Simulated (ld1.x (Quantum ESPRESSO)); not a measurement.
What the settings do to the TM potential of Ag

Base potential:

Ag, norm-conserving Troullier–Martins (Kleinman–Bylander form), made with ld1.x (Quantum ESPRESSO) 7.5 (LDA (PZ), scalar-relativistic). Core [Ar] 3d10, reference 4s2 4p6 4d9 5s0 5p0 (charge +2). Waves: 4p (bound): rc 1.70 bohr; 4d (bound): rc 1.85 bohr; 4s (bound): rc 1.25 bohr. Local part: the s channel. Core correction: none.

Cutoffs, loose and tight: the cutoffs (Ry, on a coarse ladder) from which the occupation-weighted sum of valence levels, in a spherical-Bessel basis at the reference potential, stays within 10 and 1 mRy of its value at 400 Ry. They do not see the model core or the augmentation charge, which bear on the density cutoff. Test errors are all-electron minus pseudo excitation energies from the reference, over the configurations 4s2 4p6 4d10 5s1 5p0; 4s2 4p6 4d10 5s0 5p0; 4s2 4p6 4d8 5s0 5p0; 4s2 4p6 4d9 5s1 5p1; 4s2 4p6 4d10 5s0 5p1; 4s2 4p6 4d9 5s2 5p0; 4s2 4p5 4d10 5s1 5p0 (two spin-polarised tests are not counted in the largest error). A dash means not determined; rows that change the core or the reference have their own tests.

| change | outcome | cutoff, loose | cutoff, tight | bound ghosts | largest test error (meV) |
| --- | --- | --- | --- | --- | --- |
| base | generated | 100 Ry | 160 Ry | none | +1235 |
| core correction a·sin(br)/r model core inside 0.54 bohr | generated | 100 Ry | 160 Ry | none | +1229 |
| core correction a·sin(br)/r model core inside 0.60 bohr | generated | 100 Ry | 160 Ry | none | +1230 |
| core correction a·sin(br)/r model core inside 0.76 bohr | generated | 100 Ry | 160 Ry | none | +1231 |
| core correction a·sin(br)/r model core inside 0.86 bohr | generated | 100 Ry | 160 Ry | none | +1232 |
| core correction a·sin(br)/r model core inside 1.02 bohr | generated | 100 Ry | 160 Ry | none | +1234 |
| core correction a·sin(br)/r model core inside 1.10 bohr | generated | 100 Ry | 160 Ry | none | +1234 |
| core correction a·sin(br)/r model core inside 1.26 bohr | generated | 100 Ry | 160 Ry | none | +1235 |
| core correction a·sin(br)/r model core inside 1.36 bohr | generated | 100 Ry | 160 Ry | none | +1235 |
| core correction a·sin(br)/r model core inside 1.50 bohr | generated | 100 Ry | 160 Ry | none | +1235 |
